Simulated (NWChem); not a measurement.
Everything below was run with NWChem. System: CClF3, charge 1, spin multiplicity 2, at the geometry of a parent with another charge or spin, in a state set for the comparison that need not be this species' ground state. Its SCF solution wasn't tested for a lower state.

Job file:

```
start mol
memory heap 200 mb stack 900 mb global 1100 mb
charge 1
geometry units angstroms nocenter noautoz
  F      0.854806     0.564727     1.078109
  C      0.355326    -0.024606     0.000000
  F      0.854806     0.564727    -1.078109
  F      0.725774    -1.298137     0.000000
  Cl    -1.414731     0.097987     0.000000
  symmetry group Cs
end
basis spherical
  * library sto-3g
end
dft
  xc xpbe96 cpbe96
  odft
  mult 2
  semidirect memsize 60000000 filesize 0
  iterations 100
end
task dft energy
```

The output up to the point where the run's verdict is printed (cleaned and shortened):

```
             Northwest Computational Chemistry Package (NWChem) 7.3.0
             --------------------------------------------------------

                                NWChem Input Module
                                -------------------

 Scaling coordinates for geometry "geometry" by  1.889725989
 (inverse scale =  0.529177249)

 Turning off AUTOSYM since
 SYMMETRY directive was detected!

                             Geometry "geometry" -> ""
                             -------------------------

 Output coordinates in angstroms (scale by  1.889725989 to convert to a.u.)

  No.       Tag          Charge          X              Y              Z
 ---- ---------------- ---------- -------------- -------------- --------------
    1 F                    9.0000     0.85480600     0.56472700     1.07810900
    2 C                    6.0000     0.35532600    -0.02460600     0.00000000
    3 F                    9.0000     0.85480600     0.56472700    -1.07810900
    4 F                    9.0000     0.72577400    -1.29813700     0.00000000
    5 Cl                  17.0000    -1.41473100     0.09798700     0.00000000

 Effective nuclear repulsion energy (a.u.)     249.7376027744

            Nuclear Dipole moment (a.u.)
            ----------------------------
        X                 Y               Z
 ---------------- ---------------- ----------------
     0.0000056692    -0.0000075589     0.0000000000

      Symmetry information
      --------------------

 Group name             Cs
 Group number              2
 Group order               2
 No. of unique centers     4

      Symmetry unique atoms

     1    2    4    5


 Summary of "ao basis" -> "" (spherical)
 ------------------------------------------------------------------------------
       Tag                 Description            Shells   Functions and Types
 ---------------- ------------------------------  ------  ---------------------
 *                           sto-3g                   on all atoms

  pbe96 is a nonlocal functional; adding pw91lda local functional.

                                 NWChem DFT Module
[...]
 d= 0,ls=0.5,diis    75   -787.1095861093 -3.46D-06  5.15D-06  4.14D-05     8.1
                                                     4.84D-05  5.46D-05
 d= 0,ls=0.5,diis    76   -787.1095898422 -3.73D-06  7.36D-06  3.96D-05     8.1
                                                     4.66D-05  5.19D-05
 d= 0,ls=0.5,diis    77   -787.1095934232 -3.58D-06  4.45D-06  3.80D-05     8.2
                                                     4.53D-05  4.95D-05
 d= 0,ls=0.5,diis    78   -787.1095972977 -3.87D-06  1.68D-06  3.56D-05     8.3
                                                     4.38D-05  4.63D-05
 d= 0,ls=0.5,diis    79   -787.1096011864 -3.89D-06  1.38D-06  3.30D-05     8.4
                                                     4.20D-05  4.29D-05
 d= 0,ls=0.5,diis    80   -787.1096048124 -3.63D-06  8.14D-06  3.04D-05     8.4
                                                     4.10D-05  3.96D-05
 d= 0,ls=0.5,diis    81   -787.1096079941 -3.18D-06  6.30D-06  2.80D-05     8.5
                                                     3.82D-05  3.65D-05
 d= 0,ls=0.5,diis    82   -787.1096103596 -2.37D-06  4.30D-06  2.66D-05     8.6
                                                     3.53D-05  3.44D-05
 d= 0,ls=0.5,diis    83   -787.1096123261 -1.97D-06  3.24D-06  2.56D-05     8.7
                                                     3.36D-05  3.30D-05
 d= 0,ls=0.5,diis    84   -787.1096142930 -1.97D-06  5.37D-06  2.46D-05     8.7
                                                     3.06D-05  3.15D-05
 d= 0,ls=0.5,diis    85   -787.1096155576 -1.26D-06  1.41D-06  2.42D-05     8.8
                                                     3.10D-05  3.09D-05
 d= 0,ls=0.5,diis    86   -787.1096177627 -2.21D-06  3.09D-06  2.26D-05     8.9
                                                     3.11D-05  2.89D-05
 d= 0,ls=0.5,diis    87   -787.1096201973 -2.43D-06  3.81D-06  2.07D-05     8.9
                                                     3.13D-05  2.65D-05
 d= 0,ls=0.5,diis    88   -787.1096226563 -2.46D-06  3.10D-06  1.88D-05     9.0
                                                     3.07D-05  2.41D-05
 d= 0,ls=0.5,diis    89   -787.1096249370 -2.28D-06  3.40D-06  1.70D-05     9.1
                                                     2.95D-05  2.20D-05
 d= 0,ls=0.5,diis    90   -787.1096267313 -1.79D-06  1.81D-06  1.58D-05     9.2
                                                     2.79D-05  2.05D-05
 d= 0,ls=0.5,diis    91   -787.1096282828 -1.55D-06  1.39D-06  1.48D-05     9.2
                                                     2.64D-05  1.92D-05
 d= 0,ls=0.5,diis    92   -787.1096296611 -1.38D-06  7.11D-07  1.40D-05     9.3
                                                     2.52D-05  1.81D-05
 d= 0,ls=0.5,diis    93   -787.1096309787 -1.32D-06  4.45D-06  1.31D-05     9.4
                                                     2.60D-05  1.69D-05
 d= 0,ls=0.5,diis    94   -787.1096326704 -1.69D-06  3.77D-06  1.16D-05     9.5
                                                     2.57D-05  1.51D-05
 d= 0,ls=0.5,diis    95   -787.1096342043 -1.53D-06  3.97D-06  1.03D-05     9.6
                                                     2.62D-05  1.35D-05
 d= 0,ls=0.5,diis    96   -787.1096358175 -1.61D-06  3.99D-06  8.91D-06     9.7
                                                     2.60D-05  1.18D-05
 d= 0,ls=0.5,diis    97   -787.1096372896 -1.47D-06  1.19D-06  7.65D-06     9.8
                                                     2.39D-05  1.02D-05
 d= 0,ls=0.5,diis    98   -787.1096383054 -1.02D-06  3.15D-06  6.97D-06     9.9
                                                     2.17D-05  9.32D-06
 d= 0,ls=0.5,diis    99   -787.1096390246 -7.19D-07  3.40D-06  6.66D-06    10.0
                                                     2.00D-05  8.84D-06
 d= 0,ls=0.5,diis   100   -787.1096395724 -5.48D-07  3.57D-06  6.49D-06    10.1
                                                     1.83D-05  8.53D-06
```

Convergence was not reached. The next line reads: Calculation failed to converge. NWChem stopped with the message: dft energy failed.
